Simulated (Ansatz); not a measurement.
Consider the redistribution: `CBNBN` + `CBOC` → `CBBOC` + `CNBN`.

Gas-phase electronic energies from Ansatz, PBE0-D4/def2-TZVP geometries. CBS: MP2 limit from def2 TZ/QZ plus the TZ coupled-cluster correction, frozen cores. Functionals use def2-TZVPP. One conformer a species, not always the lowest.

| level | ΔE (kcal/mol) |
| --- | --- |
| r2SCANh-D4 | 58.8 |
| BHLYP-D4 | 58.6 |
| r2SCAN0 | 59.1 |
| CAM-B3LYP | 58.4 |

Question: What does CCSD(T)/CBS give? (Best estimate.)

Answer: Computed: +58.8 kcal/mol. The listed levels differ from it by 0.0, -0.2, 0.3, -0.4 kcal/mol.

Question: What do rigid-rotor, harmonic-oscillator terms from PBE0-D4/def2-TZVP frequencies (298.15 K, 1 bar) make of the CCSD(T)/CBS value? (Estimate.)

Answer: The calculation gave: ΔZPE = -0.8 kcal/mol, ΔH = +58.3 kcal/mol, ΔS = 18 J/(mol·K), ΔG = +57.1 kcal/mol.

Largest T1 diagnostic among the species: 0.013.

At CCSD(T), def2-SVP lies +1.3 kcal/mol from the extrapolated value and def2-TZVPP +0.0 kcal/mol. Leaving LDA and LC-ωPBE aside and taking each functional with its dispersion term where it has one, the values, not all of them listed here, spread over 3.7 kcal/mol, from revPBE-D4 to r2SCAN0-D4. LDA lies +2.2 kcal/mol from PBE without D4.
